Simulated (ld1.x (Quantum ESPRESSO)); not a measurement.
# What the settings do to the PAW potential of Zn

Base potential:

```json
{
  "Element": "zinc",
  "Generator": "ld1.x (Quantum ESPRESSO) 7.5",
  "Type": "PAW",
  "Functional": "PBE",
  "Relativity": "scalar-relativistic",
  "Frozen core": "[Ne]",
  "Valence charge": "20",
  "Reference configuration": "3s2 3p6 3d10 4s1.75 4p0.25",
  "Partial waves": "3s (bound): rcut 0.90, rcutus 1.05 bohr; 4s (bound): rcut 0.90, rcutus 1.05 bohr; 3p (bound): rcut 1.05, rcutus 1.15 bohr; 4p (bound): rcut 1.05, rcutus 1.15 bohr; 3d (bound): rcut 0.70, rcutus 0.85 bohr; 3d channel at 1.5 Ry: rcut 0.70, rcutus 0.85 bohr",
  "Local potential": "all-electron potential smoothed inside 0.80 bohr (lloc = -1)",
  "Core correction": "Bessel-smoothed model core inside 0.40 bohr",
  "Augmentation charge": "BESSEL, radius 0.55 bohr"
}
```

Cutoffs, loose and tight: the cutoffs (Ry, on a coarse ladder) from which the occupation-weighted sum of valence levels, in a spherical-Bessel basis at the reference potential, stays within 10 and 1 mRy of its value at 400 Ry. They do not see the model core or the augmentation charge, which bear on the density cutoff. Test errors are all-electron minus pseudo excitation energies from the reference, over the configurations 3s2 3p6 3d10 4s2 4p0; 3s2 3p6 3d10 4s1 4p0; 3s2 3p6 3d10 4s0 4p0; 3s2 3p6 3d9 4s2 4p1; 3s2 3p6 3d10 4s0 4p2; 3s2 3p6 3d10 4s1.5 4p0; 3s2 3p6 3d9 4s0 4p0. A dash means not determined; rows that change the core or the reference have their own tests.

Cutoffs are not given where the Bessel-basis levels miss the radial ones by over 6 mRy, ghosts where they miss by over 20 mRy; a channel whose overlap is not positive is not tested.

A file whose overlap is not positive is unfit for use, and its test errors describe a broken file.

```tsv
change	outcome	bound ghosts	largest test error (meV)
base	generated, overlap not positive	not determined (overlap not positive)	+8.4
waves 3d (bound): rcut 0.62, rcutus 0.66 bohr; 3d channel at 1.5 Ry: rcut 0.62, rcutus 0.66 bohr	generated, overlap not positive	not determined (overlap not positive)	+5.2
waves 3d (bound): rcut 0.70, rcutus 0.78 bohr; 3d channel at 1.5 Ry: rcut 0.70, rcutus 0.78 bohr	generated, overlap not positive	not determined (overlap not positive)	+4.8
waves 3d (bound): rcut 0.70, rcutus 0.86 bohr; 3d channel at 1.5 Ry: rcut 0.70, rcutus 0.86 bohr	generated, overlap not positive	not determined (overlap not positive)	+8.4
waves 3d (bound): rcut 0.70, rcutus 0.94 bohr; 3d channel at 1.5 Ry: rcut 0.70, rcutus 0.94 bohr	generated, overlap not positive	not determined (overlap not positive)	+4.9
waves 3d (bound): rcut 0.70, rcutus 1.06 bohr; 3d channel at 1.5 Ry: rcut 0.70, rcutus 1.06 bohr	generated, overlap not positive	not determined (overlap not positive)	+4.7
waves 3d (bound): rcut 0.70, rcutus 1.20 bohr; 3d channel at 1.5 Ry: rcut 0.70, rcutus 1.20 bohr	generated, overlap not positive	not determined (overlap not positive)	+8.9
waves 3d (bound): rcut 0.70, rcutus 1.26 bohr; 3d channel at 1.5 Ry: rcut 0.70, rcutus 1.26 bohr	generated, overlap not positive	not determined (overlap not positive)	+15
```

(1) What comes out with this change to the base: waves 3d (bound): rcut 0.50, rcutus 0.54 bohr; 3d channel at 1.5 Ry: rcut 0.50, rcutus 0.54 bohr?

Answers

(1) outcome: generated, overlap not positive; bound ghosts: not determined (overlap not positive); largest test error (meV): -3.9. A file whose overlap is not positive is unfit for use, and its test errors describe a broken file.
